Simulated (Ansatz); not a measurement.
Ansatz (a first-principles code) input (PBE/def2-TZVP):

Ansatz 0.2 input:
```yaml
crystal:
  periodic: [false, false, false]
  atoms:
    - {symbol: Li, position_ang: [-1.10544332, -0.64455546, -0.93118323]}
    - {symbol: C, position_ang: [0.27006175, 0.15746604, 0.22748971]}
    - {symbol: H, position_ang: [0.85191820, -0.59472364, 0.77579538]}
    - {symbol: H, position_ang: [-0.15466566, 0.82698661, 0.98665647]}
    - {symbol: H, position_ang: [0.99870689, 0.75660719, -0.33384040]}
basis:
  gaussian:
    orbitals: def2-TZVP
hamiltonian:
  xc: {name: PBE}
relax: {f_tol: 0.003, max_steps: 100}
```

Output:

```
Functional definition: PBE
integrals: 0.01 GiB planned
441 factors; their error is unknown
mean field: 0.10 GiB planned
mean field evaluation 1: about -1275.3234 eV, gradient 7.1e1 eV
mean field evaluation 2: about -1232.1291 eV, gradient 1.0e2 eV
mean field evaluation 4: about -1287.7483 eV, gradient 2.5e0 eV
mean field evaluation 8: about -1287.7679 eV, gradient 2.6e-2 eV
mean field evaluation 16: about -1287.7583 eV, gradient 6.1e-5 eV
mean field -1287.75828099 eV, -47.3242439526 hartree, gradient 6.1e-5 eV, S^2 0.000000; 0 other end points of the search recorded, 0 dependent functions left out
the calculation of the forces begins
reference -1287.75833337 eV, -47.3242458775 hartree; 6, 6 occupied and 57, 57 virtual orbitals, 441 factors
relax step   1: F+E_penalty+E_count = -1287.75828099 eV  Δ(F+E_penalty+E_count) = +0.000e0 eV  max|allowed force component| = 1.652e-1 eV/Å  Δτ_max = 0.0000 Å  (25 SCF iters, accepted)
these checks for a lower state are left out or cut short: starts, cluster_reference, orbital_swaps, neighbouring_geometries, increment
integrals: 0.01 GiB planned
441 factors; their error is unknown
mean field: 0.10 GiB planned
mean field -1287.76083953 eV, -47.3243379770 hartree, gradient 7.4e-6 eV, S^2 0.000000; 0 other end points of the search recorded, 0 dependent functions left out
the calculation of the forces begins
reference -1287.76089194 eV, -47.3243399033 hartree; 6, 6 occupied and 57, 57 virtual orbitals, 441 factors
relax step   2: F+E_penalty+E_count = -1287.76083953 eV  Δ(F+E_penalty+E_count) = -2.559e-3 eV  max|allowed force component| = 6.971e-2 eV/Å  Δτ_max = 0.0052 Å  (29 SCF iters, accepted)
these checks for a lower state are left out or cut short: starts, cluster_reference, orbital_swaps, neighbouring_geometries, increment
integrals: 0.01 GiB planned
441 factors; their error is unknown
mean field: 0.10 GiB planned
mean field evaluation 32: about -1287.7612 eV, gradient 7.5e-6 eV
mean field -1287.76116320 eV, -47.3243498718 hartree, gradient 7.5e-6 eV, S^2 0.000000; 0 other end points of the search recorded, 0 dependent functions left out
the calculation of the forces begins
reference -1287.76121568 eV, -47.3243518002 hartree; 6, 6 occupied and 57, 57 virtual orbitals, 441 factors
relax step   3: F+E_penalty+E_count = -1287.76116320 eV  Δ(F+E_penalty+E_count) = -3.237e-4 eV  max|allowed force component| = 1.332e-2 eV/Å  Δτ_max = 0.0028 Å  (29 SCF iters, accepted)
these checks for a lower state are left out or cut short: starts, cluster_reference, orbital_swaps, neighbouring_geometries, increment
integrals: 0.01 GiB planned
441 factors; their error is unknown
mean field: 0.10 GiB planned
mean field -1287.76117093 eV, -47.3243501558 hartree, gradient 7.5e-6 eV, S^2 0.000000; 0 other end points of the search recorded, 0 dependent functions left out
the calculation of the forces begins
reference -1287.76122344 eV, -47.3243520856 hartree; 6, 6 occupied and 57, 57 virtual orbitals, 441 factors
relax step   4: F+E_penalty+E_count = -1287.76117093 eV  Δ(F+E_penalty+E_count) = -7.727e-6 eV  max|allowed force component| = 5.759e-3 eV/Å  Δτ_max = 0.0014 Å  (29 SCF iters, accepted)
these checks for a lower state are left out or cut short: starts, cluster_reference, orbital_swaps, neighbouring_geometries, increment
integrals: 0.01 GiB planned
441 factors; their error is unknown
mean field: 0.10 GiB planned
mean field -1287.76117485 eV, -47.3243503000 hartree, gradient 7.5e-6 eV, S^2 0.000000; 0 other end points of the search recorded, 0 dependent functions left out
the calculation of the forces begins
reference -1287.76122736 eV, -47.3243522295 hartree; 6, 6 occupied and 57, 57 virtual orbitals, 441 factors
relax step   5: F+E_penalty+E_count = -1287.76117485 eV  Δ(F+E_penalty+E_count) = -3.926e-6 eV  max|allowed force component| = 4.590e-5 eV/Å  Δτ_max = 0.0004 Å  (30 SCF iters, accepted)
integrals: 0.01 GiB planned
441 factors; their error is unknown
mean field: 0.10 GiB planned
mean field evaluation 64: about -1287.7612 eV, gradient 2.4e-3 eV
mean field -1287.76117485 eV, -47.3243503000 hartree, gradient 1.9e-5 eV, S^2 0.000000; 1 other end points of the search recorded, 0 dependent functions left out
the calculation of the forces begins
reference -1287.76122736 eV, -47.3243522295 hartree; 6, 6 occupied and 57, 57 virtual orbitals, 441 factors
Total energy: -1287.76122736 eV, -47.3243522295 hartree
Atom 0 at    -1.110925    -0.647744    -0.935801 Å, force    -0.000036    -0.000021    -0.000030 eV/Å
Atom 1 at     0.267938     0.156222     0.225701 Å, force     0.000046     0.000026     0.000039 eV/Å
Atom 2 at     0.856074    -0.598448     0.779624 Å, force    -0.000007     0.000008    -0.000006 eV/Å
Atom 3 at    -0.156189     0.831263     0.991664 Å, force     0.000004    -0.000007    -0.000009 eV/Å
Atom 4 at     1.003679     0.760487    -0.336270 Å, force    -0.000008    -0.000006     0.000006 eV/Å
Dipole moment:    -0.788253    -0.459595    -0.663995 e Å
```
